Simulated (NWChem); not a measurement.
System: GaH₂I; SMILES [I][GaH2]

Excerpt of the output:

```
             Northwest Computational Chemistry Package (NWChem) 7.3.0
             --------------------------------------------------------

 C2V symmetry detected

                             Geometry "geometry" -> ""
                             -------------------------

 Output coordinates in angstroms (scale by  1.889725989 to convert to a.u.)

  No.       Tag          Charge          X              Y              Z
 ---- ---------------- ---------- -------------- -------------- --------------
    1 Ga                  31.0000     0.00000000     0.00000000    -1.51527900
    2 H                    1.0000     0.00000000     1.35685874    -2.26992128
    3 H                    1.0000     0.00000000    -1.35685874    -2.26992128
    4 I                   53.0000     0.00000000     0.00000000     0.97195267

 Effective nuclear repulsion energy (a.u.)     386.8482939873

      Symmetry information
      --------------------

 Group name             C2v
 Group number             16
 Group order               4
 No. of unique centers     3

                                Z-matrix (autoz)
                                --------

 Units are Angstrom for bonds and degrees for angles

      Type          Name      I     J     K     L     M      Value
      ----------- --------  ----- ----- ----- ----- ----- ----------
    1 Stretch                  1     2                       1.55259
    2 Stretch                  1     3                       1.55259
    3 Stretch                  1     4                       2.48723
    4 Bend                     2     1     3               121.83712
    5 Bend                     2     1     4               119.08144
    6 Bend                     3     1     4               119.08144
    7 Torsion                  2     1     3     4         180.00000
    8 Torsion                  2     1     4     3         180.00000
    9 Torsion                  3     1     2     4         180.00000
   10 Torsion                  2     4     1     3         180.00000
   11 Torsion                  3     2     1     4         180.00000
   12 Torsion                  2     3     1     4         180.00000

                           NWChem Geometry Optimization
                           ----------------------------

 maximum gradient threshold         (gmax) =   0.000450
 rms gradient threshold             (grms) =   0.000300
 maximum cartesian step threshold   (xmax) =   0.001800
 rms cartesian step threshold       (xrms) =   0.001200
 fixed trust radius                (trust) =   0.300000
 source of zmatrix                         =   autoz

          -------------------
          Energy Minimization
          -------------------

 Using diagonal initial Hessian
 Scaling for Hessian diagonals: bonds = 1.00  angles = 0.25  torsions = 0.10

          --------
          Step   0

                                 NWChem DFT Module
                                 -----------------

 Summary of "ao basis" -> "ao basis" (spherical)
 ------------------------------------------------------------------------------
       Tag                 Description            Shells   Functions and Types
 ---------------- ------------------------------  ------  ---------------------
 Ga                         def2-svp                12       32   5s4p3d
 H                          def2-svp                 3        5   2s1p
 I                          def2-svp                10       26   4s4p2d

      Symmetry analysis of basis
      --------------------------

        a1         31
        a2          6
        b1         14
        b2         17

            General Information
            -------------------
          SCF calculation type: DFT
          Wavefunction type:  closed shell.
          No. of atoms     :     4
          No. of electrons :    58
           Alpha electrons :    29
            Beta electrons :    29
          Charge           :     0
          Spin multiplicity:     1
          Use of symmetry is: on ; symmetry adaption is: on
          Maximum number of iterations: 150
          AO basis - number of functions:    68
                     number of shells:    28
          Convergence on energy requested:  1.00D-06
          Convergence on density requested:  1.00D-05
          Convergence on gradient requested:  5.00D-04

              XC Information
              --------------
                         PBE0 Method XC Functional
                     Hartree-Fock (Exact) Exchange  0.250
          PerdewBurkeErnzerhof Exchange Functional  0.750
            Perdew 1991 LDA Correlation Functional  1.000 local
           PerdewBurkeErnz. Correlation Functional  1.000 non-local

             Grid Information
             ----------------
          Grid used for XC integration:  medium
          Radial quadrature: Mura-Knowles
          Angular quadrature: Lebedev.
          Tag              B.-S. Rad. Rad. Pts. Rad. Cut. Ang. Pts.
          ---              ---------- --------- --------- ---------
          Ga                  1.30      112           9.0       590
          H                   0.35       45          10.0       434
          I                   1.40      123          10.0       590
          Grid pruning is: on
          Number of quadrature shells:   280
          Spatial weights used:  Erf1

      Superposition of Atomic Density Guess
      -------------------------------------

 Sum of atomic energies:       -2271.10153895

      Non-variational initial energy
      ------------------------------

 Total energy =   -2220.915462
 1-e energy   =   -3589.683442
 2-e energy   =    1175.025426
 HOMO         =      -0.324078
 LUMO         =      -0.007812

      Symmetry analysis of molecular orbitals - initial
      -------------------------------------------------

  Numbering of irreducible representations:

     1 a1          2 a2          3 b1          4 b2

  Orbital symmetries:

     1 a1          2 a1          3 b2          4 a1          5 b1
     6 a1          7 a1          8 a1          9 b2         10 b1
    11 b2         12 a1         13 b1         14 a1         15 b2
    16 b1         17 a1         18 a2         19 b2         20 a1
    21 a1         22 a2         23 b1         24 a1         25 a1
    26 b2         27 a1         28 b1         29 b2         30 b1
    31 a1         32 a1         33 b2         34 a1         35 a1
    36 b2         37 b1         38 b1         39 a1

   convergence    iter        energy       DeltaE   RMS-Dens  Diis-err
 ---------------- ----- ----------------- --------- --------- ---------
 d= 0,ls=0.0,diis     1  -2223.2685107431 -2.42D+03  1.27D-02  1.53D-01
 d= 0,ls=0.0,diis     2  -2223.2768995014 -8.39D-03  6.96D-03  1.07D-01
 d= 0,ls=0.0,diis     3  -2223.2978460531 -2.09D-02  1.50D-03  1.33D-02
 d= 0,ls=0.0,diis     4  -2223.2995293863 -1.68D-03  2.08D-04  1.52D-03
 d= 0,ls=0.0,diis     5  -2223.2996101631 -8.08D-05  9.74D-05  5.22D-05
  Resetting Diis
 d= 0,ls=0.0,diis     6  -2223.2996139512 -3.79D-06  2.19D-05  1.87D-06
 d= 0,ls=0.0,diis     7  -2223.2996142066 -2.55D-07  6.32D-06  4.31D-08

         Total DFT energy =    -2223.299614206581
      One electron energy =    -3589.124041904654
           Coulomb energy =     1269.886032941339
    Exchange-Corr. energy =      -97.804159395260
 Nuclear repulsion energy =      193.742554151994

 Numeric. integr. density =       57.999976178075

                  Occupations of the irreducible representations
                  ----------------------------------------------

                     irrep           alpha         beta
                     --------     --------     --------
                     a1               14.0         14.0
                     a2                2.0          2.0
                     b1                6.0          6.0
                     b2                7.0          7.0

                       DFT Final Molecular Orbital Analysis
                       ------------------------------------

 Vector   27  Occ=2.000000D+00  E=-3.313094D-01  Symmetry=a1
              MO Center= -1.1D-15, -1.3D-13,  1.3D-02, r^2= 4.0D+00
   Bfn.  Coefficient  Atom+Function         Bfn.  Coefficient  Atom+Function
  ----- ------------  ---------------      ----- ------------  ---------------
    55      0.501918  4 I  pz                58      0.375290  4 I  pz
    14     -0.274540  1 Ga pz                52     -0.203532  4 I  pz
    49     -0.165970  4 I  pz                33      0.152039  2 H  s
    38      0.152039  3 H  s                 11      0.149885  1 Ga pz
    45      0.105789  4 I  s                 17     -0.099533  1 Ga pz

[...]

      ----------------------
      Optimization converged
      ----------------------

  Step       Energy      Delta E   Gmax     Grms     Xrms     Xmax
  ---- ---------------- -------- -------- -------- -------- --------
@    4   -2223.30025012 -4.9D-07  0.00022  0.00008  0.00064  0.00163
                                     ok       ok       ok       ok

                                Z-matrix (autoz)
                                --------

 Units are Angstrom for bonds and degrees for angles

      Type          Name      I     J     K     L     M      Value     Gradient
      ----------- --------  ----- ----- ----- ----- ----- ---------- ----------
    1 Stretch                  1     2                       1.56041   -0.00011
    2 Stretch                  1     3                       1.56041   -0.00011
    3 Stretch                  1     4                       2.49522   -0.00022
    4 Bend                     2     1     3               128.40026   -0.00000
    5 Bend                     2     1     4               115.79987    0.00000
    6 Bend                     3     1     4               115.79987    0.00000
    7 Torsion                  2     1     3     4         180.00000    0.00000
    8 Torsion                  2     1     4     3         180.00000    0.00000
    9 Torsion                  3     1     2     4         180.00000    0.00000
   10 Torsion                  2     4     1     3         180.00000    0.00000
   11 Torsion                  3     2     1     4         180.00000    0.00000
   12 Torsion                  2     3     1     4         180.00000    0.00000

                         Geometry "geometry" -> "geometry"
                         ---------------------------------

 Output coordinates in angstroms (scale by  1.889725989 to convert to a.u.)

  No.       Tag          Charge          X              Y              Z
 ---- ---------------- ---------- -------------- -------------- --------------
    1 Ga                  31.0000     0.00000000     0.00000000    -1.55502924
    2 H                    1.0000     0.00000000     1.40487194    -2.23416689
    3 H                    1.0000     0.00000000    -1.40487194    -2.23416689
    4 I                   53.0000     0.00000000     0.00000000     0.94019414

 Effective nuclear repulsion energy (a.u.)     385.8139977670

      Symmetry information
      --------------------

 Group name             C2v
 Group number             16
 Group order               4
 No. of unique centers     3

                Final and change from initial internal coordinates
                --------------------------------------------------

                                Z-matrix (autoz)
                                --------

 Units are Angstrom for bonds and degrees for angles

      Type          Name      I     J     K     L     M      Value       Change
      ----------- --------  ----- ----- ----- ----- ----- ---------- ----------
    1 Stretch                  1     2                       1.56041    0.00782
    2 Stretch                  1     3                       1.56041    0.00782
    3 Stretch                  1     4                       2.49522    0.00799
    4 Bend                     2     1     3               128.40026    6.56314
    5 Bend                     2     1     4               115.79987   -3.28157
    6 Bend                     3     1     4               115.79987   -3.28157
    7 Torsion                  2     1     3     4         180.00000    0.00000
    8 Torsion                  2     1     4     3         180.00000    0.00000
    9 Torsion                  3     1     2     4         180.00000    0.00000
   10 Torsion                  2     4     1     3         180.00000    0.00000
   11 Torsion                  3     2     1     4         180.00000    0.00000
   12 Torsion                  2     3     1     4         180.00000    0.00000

 ==============================================================================
                                internuclear distances
 ------------------------------------------------------------------------------
       center one      |      center two      | atomic units |  angstroms
 ------------------------------------------------------------------------------
    2 H                |   1 Ga               |     2.94876  |     1.56041
    3 H                |   1 Ga               |     2.94876  |     1.56041
    4 I                |   1 Ga               |     4.71529  |     2.49522
 ------------------------------------------------------------------------------
                         number of included internuclear distances:          3
 ==============================================================================

[...]

 Rotational Constants
 --------------------
 A=   4.237517 cm-1  (  6.096706 K)
 B=   0.058410 cm-1  (  0.084037 K)
 C=   0.057615 cm-1  (  0.082894 K)

 Temperature                      =   298.15K
 frequency scaling parameter      =   1.0000

 Zero-Point correction to Energy  =    8.649 kcal/mol  (  0.013784 au)
 Thermal correction to Energy     =   11.056 kcal/mol  (  0.017618 au)
 Thermal correction to Enthalpy   =   11.648 kcal/mol  (  0.018562 au)

 Total Entropy                    =   67.793 cal/mol-K
   - Translational                =   41.733 cal/mol-K (mol. weight = 197.8417)
   - Rotational                   =   22.853 cal/mol-K (symmetry #  =        2)
   - Vibrational                  =    3.207 cal/mol-K

 Cv (constant volume heat capacity) =   10.905 cal/mol-K
   - Translational                  =    2.979 cal/mol-K
   - Rotational                     =    2.979 cal/mol-K
   - Vibrational                    =    4.946 cal/mol-K

[normal modes left out]

 ----------------------------------------------------------------------------
 Normal Eigenvalue ||           Projected Infra Red Intensities
  Mode   [cm**-1]  || [atomic units] [(debye/angs)**2] [(KM/mol)] [arbitrary]
 ------ ---------- || -------------- ----------------- ---------- -----------
    1       -0.000 ||    0.000235           0.005         0.229       0.043
    2       -0.000 ||    0.000000           0.000         0.000       0.000
    3        0.000 ||    0.000137           0.003         0.133       0.025
    4        0.000 ||    0.000137           0.003         0.133       0.025
    5        0.000 ||    0.000241           0.006         0.235       0.044
    6        0.000 ||    0.000011           0.000         0.010       0.002
    7      253.847 ||    0.026851           0.619        26.176       4.944
    8      464.013 ||    0.019217           0.443        18.733       3.538
    9      588.946 ||    0.076442           1.764        74.519      14.076
   10      723.963 ||    0.248756           5.739       242.500      45.804
   11     2003.447 ||    0.087476           2.018        85.276      16.107
   12     2018.929 ||    0.192199           4.434       187.365      35.390
 ----------------------------------------------------------------------------
```

Level: PBE0/def2-SVP with def2 effective core potentials on I. def2 effective core potentials on I; no spin-orbit coupling.

**Question.** Reconstruct the input file.

**Answer.** One answer among several that fit: the input that was run:
```
start job
memory heap 200 mb stack 900 mb global 1100 mb
geometry units angstroms
  Ga    -0.844296    -1.316057     0.236103
  H     -0.361581    -2.342246     1.296514
  H     -2.132882    -1.545937    -0.598914
  I      0.483686     0.753936    -0.135265
end
basis spherical
  * library def2-svp
end
ecp
  I library def2-ecp
end
dft
  xc pbe0
  iterations 150
end
driver
  maxiter 120
end
task dft optimize
dft
  grid fine
  convergence energy 1d-8 density 1d-7
end
task dft freq numerical
```
